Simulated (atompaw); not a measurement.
Building the PAW (atompaw) potential for La (PBEsol, non-relativistic).

atompaw 4.2.0.5 input, output lines left out:

```
La 57
GGA-PBESOL loggrid 2001 logderivrange -6 5 276
6 6 5 4 0 0
6 0 0
6 1 0
5 2 1
4 3 0
0 0 0
c
c
c
c
v
v
c
c
c
v
v
c
c
v
v
3
3.00 2.90 2.60 2.75
n
n
y
-0.05
n
y
-0.75
n
custom rrkj gramschmidtortho sinc
4 1 ultrasoft
2.35
3.00
2.60
2.55
3.00
2.85
1.20
1.20
```

Poles of the logarithmic derivatives, all-electron (AE) and pseudo (PS). s: poles at -3.4, 2.3 (AE) and -3.4, 1.7, 3.5 (PS) Ry. p: poles at -2.3, 3.3 (AE) and -2.3, 3.7 (PS) Ry. d: poles at -0.4 (AE) and -0.4 (PS) Ry. f: poles at -1.4, 2.2 (AE) and -1.4, 2.5 (PS) Ry. Test radius 3.00 bohr.

- Cutoffs needed: 12 Ry and 21 Ry (the cutoffs (Ry, on a coarse ladder) from which the occupation-weighted sum of valence levels, in a spherical-Bessel basis at the reference potential, stays within 10 and 1 mRy of its value at 400 Ry) The cutoffs count occupied waves only; the empty 4f level needs 90 Ry at the loose tolerance.
- Ghost test: no extra level below or beside the all-electron valence levels (s, p, d, f tested) (spherical-Bessel basis up to 400 Ry, 20 bohr box)
- Lowest eigenvalue of the overlap operator: 0.02 (p channel)
- Overlap eigenvalues printed by atompaw (projector basis): 0.0455, 0.0654, 0.0703, 0.157, 2.25, 3.59, 4.16, 25
- Share of each valence orbital outside the PAW sphere: 5s 2 %, 6s 78 %, 5p 4 %, 6p 89 %, 5d 27 %, 4f 1 %
